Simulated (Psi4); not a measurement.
thiourea (CH$_{4}$N$_{2}$S), singlet, geometry from GFN2-xTB; Psi4 1.11 with PBE/6-31G*.

The Psi4 input:
```
memory 2 GB

molecule {
0 1
N     0.84063889   -1.21868002   -0.43521389
C    -0.07340802   -0.30783895   -0.02671367
N    -1.31379611   -0.76552040    0.26302879
S     0.30715846    1.28807913    0.11177703
H     0.67514581   -2.20504393   -0.31991705
H     1.79486212   -0.90665769   -0.49376199
H    -1.60346404   -1.68788922   -0.01790421
H    -2.02853056   -0.07323863    0.40872847
}

set {
  basis 6-31g*
  scf_type pk
  puream true
  d_convergence 1e-8
  dft_radial_points 99
  dft_spherical_points 590
}

energy('pbe')
print_variables()
```

The log (banner, timings and long lists left out):

```
   => Loading Basis Set <=

    Name: 6-31G*
    Role: ORBITAL
    Keyword: BASIS

         ---------------------------------------------------------
                                   SCF
               by Justin Turney, Rob Parrish, Andy Simmonett
                          and Daniel G. A. Smith
                              RKS Reference
         ---------------------------------------------------------

  ==> Geometry <==

    Molecular point group: c1
    Full point group: C1

    Geometry (in Angstrom), charge = 0, multiplicity = 1:

       Center              X                  Y                   Z               Mass
    ------------   -----------------  -----------------  -----------------  -----------------
         N            0.825603127444    -1.281732982674    -0.440685504510    14.003074004430
         C           -0.088443782556    -0.370891912674    -0.032185284510    12.000000000000
         N           -1.328831872556    -0.828573362674     0.257557175490    14.003074004430
         S            0.292122697444     1.225026167326     0.106305415490    31.972071174400
         H            0.660110047444    -2.268096892674    -0.325388664510     1.007825032230
         H            1.779826357444    -0.969710652674    -0.499233604510     1.007825032230
         H           -1.618499802556    -1.750942182674    -0.023375824510     1.007825032230
         H           -2.043566322556    -0.136291592674     0.403256855490     1.007825032230

  Running in c1 symmetry.

  Rotational constants: A =      0.34921  B =      0.17661  C =      0.11748 [cm^-1]
  Rotational constants: A =  10469.08013  B =   5294.72025  C =   3521.95156 [MHz]
  Nuclear repulsion =  158.641532423362605

  Charge       = 0
  Multiplicity = 1
  Electrons    = 40
  Nalpha       = 20
  Nbeta        = 20

  ==> Algorithm <==

  SCF Algorithm Type is PK.
  DIIS enabled.
  MOM disabled.
  Fractional occupation disabled.
  Guess Type is SAD.
  Energy threshold   = 1.00e-06
  Density threshold  = 1.00e-08
  Integral threshold = 1.00e-12

  ==> Primary Basis <==

  Basis Set: 6-31G*
    Blend: 6-31G*
    Number of shells: 34
    Number of basis functions: 68
    Number of Cartesian functions: 72
    Spherical Harmonics?: true
    Max angular momentum: 2

  ==> DFT Potential <==

   => LibXC <=

    Version 7.1.2
    S. Lehtola, C. Steigemann, M. J. T. Oliveira, and M. A. L. Marques,  SoftwareX 7, 1–5 (2018) (10.1016/j.softx.2017.11.002)

   => Composite Functional: PBE <=

    PBE GGA Exchange-Correlation Functional

    J.P. Perdew et. al., Phys. Rev. Lett., 77(18), 3865-3868, 1996

    Deriv               =              1
    GGA                 =           TRUE
    Meta                =          FALSE

    Exchange Hybrid     =          FALSE
    MP2 Hybrid          =          FALSE

   => Exchange Functionals <=

    1.0000     XC_GGA_X_PBE

   => Correlation Functionals <=

    1.0000     XC_GGA_C_PBE

   => LibXC Density Thresholds  <==

    XC_GGA_C_PBE:  1.00E-12
    XC_GGA_X_PBE:  1.00E-15

   => Molecular Quadrature <=

    Radial Scheme          =       TREUTLER
    Pruning Scheme         =           NONE
    Nuclear Scheme         =       TREUTLER

    Blocking Scheme        =         OCTREE
    BS radius alpha        =              1
    Pruning alpha          =              1
    Radial Points          =             99
    Spherical Points       =            590
    Total Points           =         439839
    Total Blocks           =           3138
    Max Points             =            256
    Max Functions          =             67
    Weights Tolerance      =       1.00E-15

  ==> Integral Setup <==

  Using in-core PK algorithm.
   Calculation information:
      Number of atoms:                   8
      Number of AO shells:              34
      Number of primitives:             88
      Number of atomic orbitals:        72
      Number of basis functions:        68

      Integral cutoff                 1.00e-12
      Number of threads:                 1

  Performing in-core PK
  Using 5506062 doubles for integral storage.
  We computed 169693 shell quartets total.
  Whereas there are 177310 unique shell quartets.

  ==> DiskJK: Disk-Based J/K Matrices <==

    J tasked:                  Yes
    K tasked:                   No
    wK tasked:                  No
    Schwarz Cutoff:          1E-12

  Minimum eigenvalue in the overlap matrix is 6.5412307564E-03.
  Reciprocal condition number of the overlap matrix is 1.3741816375E-03.
    Using symmetric orthogonalization.

  ==> Pre-Iterations <==

  SCF Guess: Superposition of Atomic Densities via on-the-fly atomic UHF (no occupation information).

   -------------------------
    Irrep   Nso     Nmo
   -------------------------
     A         68      68
   -------------------------
    Total      68      68
   -------------------------

  ==> Iterations <==

                        Total Energy        Delta E     RMS |[F,P]|

   @RKS iter SAD:  -547.67150683988916   -5.47672e+02   0.00000e+00
   @RKS iter   1:  -547.48098934068742    1.90517e-01   1.28117e-02 DIIS/ADIIS
   @RKS iter   2:  -547.01334332623765    4.67646e-01   1.89339e-02 DIIS/ADIIS
   @RKS iter   3:  -547.79548149573054   -7.82138e-01   3.66551e-03 DIIS/ADIIS
   @RKS iter   4:  -547.83684845289861   -4.13670e-02   1.26316e-03 DIIS/ADIIS
   @RKS iter   5:  -547.84083976564648   -3.99131e-03   5.97877e-04 DIIS/ADIIS
   @RKS iter   6:  -547.84163006242193   -7.90297e-04   6.53945e-05 DIIS
   @RKS iter   7:  -547.84164092401841   -1.08616e-05   1.33781e-05 DIIS
   @RKS iter   8:  -547.84164154733287   -6.23314e-07   2.00047e-06 DIIS
   @RKS iter   9:  -547.84164155579583   -8.46296e-09   4.31729e-07 DIIS
   @RKS iter  10:  -547.84164155641270   -6.16865e-10   4.41926e-08 DIIS
   @RKS iter  11:  -547.84164155641770   -5.00222e-12   7.80730e-09 DIIS
  Energy and wave function converged.

  ==> Post-Iterations <==

   Electrons on quadrature grid:
      Ntotal   =   40.0000010987 ; deviation = 1.099e-06

    Orbital Energies [Eh]
    ---------------------

    Doubly Occupied:

[...]
    Virtual:

[...]
    Final Occupation by Irrep:
              A
    DOCC [    20 ]
    NA   [    20 ]
    NB   [    20 ]

  @RKS Final Energy:  -547.84164155641770

   => Energetics <=

    Nuclear Repulsion Energy =            158.6415324233626052
    One-Electron Energy =               -1067.9100528548929105
    Two-Electron Energy =                 407.5646668909939763
    DFT Exchange-Correlation Energy =     -46.1377880158813127
    Empirical Dispersion Energy =           0.0000000000000000
    VV10 Nonlocal Energy =                  0.0000000000000000
    Total Energy =                       -547.8416415564176987

Computation Completed

Properties will be evaluated at   0.000000,   0.000000,   0.000000 [a0]

Properties computed using the SCF density matrix

 Multipole Moments:

 ------------------------------------------------------------------------------------
     Multipole            Electronic (a.u.)      Nuclear  (a.u.)        Total (a.u.)
 ------------------------------------------------------------------------------------

 L = 1.  Multiply by 2.5417464519 to convert [e a0] to [Debye]
 Dipole X            :          0.6461015           -1.1365389           -0.4904374
 Dipole Y            :          2.7094481           -4.7661133           -2.0566652
 Dipole Z            :          0.2351207           -0.4135942           -0.1784734
 Magnitude           :                                                    2.1218514

 ------------------------------------------------------------------------------------

  Variable Map:
  ----------------------------------------------------------------------------
[...]
  Array Variable Map:
  ----------------------------------------------------------------------------
[...]
[...]
```
